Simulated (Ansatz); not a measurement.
Harmonic frequencies (cm⁻¹) at PBE0-D4/def2-TZVP from Ansatz: 22, 50, 64, 270, 320, 537, 620, 638, 708, 738, 744, 881, 893, 952, 972, 984, 1145, 2270, 2274, 2279, 2284.

Each molecule was computed in one conformer, which needn't be the lowest.

Which molecule is it?
A. `C[SiH](Cl)C#C[Si](F)(F)Cl`
B. `O[SiH](F)[SiH2]Cl`
C. `F[SiH2]O[SiH2]Cl`
D. `O[SiH](Cl)[SiH2]F`

C.
